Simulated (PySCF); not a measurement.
**C₆ coefficients of unlike pairs at UHF**

Calculated with PySCF 2.14 from the dipole response of each species, C₆(A,B) = (3/π) ∫ α_A(iu) α_B(iu) du, in atomic units, from isotropic polarisabilities. For ions this is the dispersion term alone; charge-induced terms of lower order in 1/R come first.

```tsv
species	configuration	basis	relativity	α (bohr³)	C₆ (like pair)
Cl	[Ne] 3s2 3p5 (2P)	dyall-acv3z (19s12p6d4f)	none	13.97	87.92
S⁺	[Ne] 3s2 3p3 (4S)	aug-cc-pVTZ-DK (6s5p3d2f)	spin-free X2C	10.86	53.46
Ne³⁺	[He] 2s2 2p3 (4S)	aug-cc-pwCVQZ (9s8p6d4f2g)	none	0.7145	0.6126
Xe²⁺	[Kr] 4d10 5s2 5p4 (3P)	aug-cc-pwCVDZ-PP with ECP28MDF (6s5p4d1f)	core potential	13.03	93.38
```

Estimate C₆ for S⁺ with Cl.

The integral gives 68.52. The combination rule 2 C_A C_B / (C_A α_B/α_A + C_B α_A/α_B) gives 68.56 and the geometric mean 68.56.

No spin-orbit coupling is included.

The other pairs:

| pair | C₆ |
| --- | --- |
| Xe²⁺, S⁺ | 70.15 |
| Xe²⁺, Cl | 90.05 |
| Xe²⁺, Ne³⁺ | 6.968 |
| Ne³⁺, S⁺ | 4.981 |
| Ne³⁺, Cl | 6.426 |
